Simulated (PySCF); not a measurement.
C2H4OSe.

```xyz
8

C      0.0000     1.1056     0.8501
O      0.0000     0.0000     1.7369
C      0.0000    -1.1056     0.8501
Se     0.0000     0.0000    -0.8203
H      0.9119     1.7353     0.9486
H     -0.9119     1.7353     0.9486
H     -0.9119    -1.7353     0.9486
H      0.9119    -1.7353     0.9486
```

Geometry: PBE-D3(BJ)/def2-SVP. This is a generated structure with no PubChem entry under its InChIKey; it may be hypothetical.

Computed with PBE0/pcSseg-1 run with PySCF. Non-relativistic, no solvent.

Computed absolute GIAO shielding of each atom: isotropic value and principal components (ppm):
| atom | σ(iso) | σ11 | σ22 | σ33 | span |
|---|---|---|---|---|---|
| C1 | 109.3 | 77.4 | 88.6 | 161.8 | 84.4 |
| O2 | 271.7 | 130.5 | 299.8 | 385.0 | 254.5 |
| C3 | 109.3 | 77.4 | 88.6 | 161.8 | 84.4 |
| Se4 | 1287.7 | 499.7 | 860.9 | 2502.7 | 2003.1 |
| H5 | 25.3 | 22.3 | 23.8 | 29.9 | 7.6 |
| H6 | 25.3 | 22.3 | 23.8 | 29.9 | 7.6 |
| H7 | 25.3 | 22.3 | 23.8 | 29.9 | 7.6 |
| H8 | 25.3 | 22.3 | 23.8 | 29.9 | 7.6 |
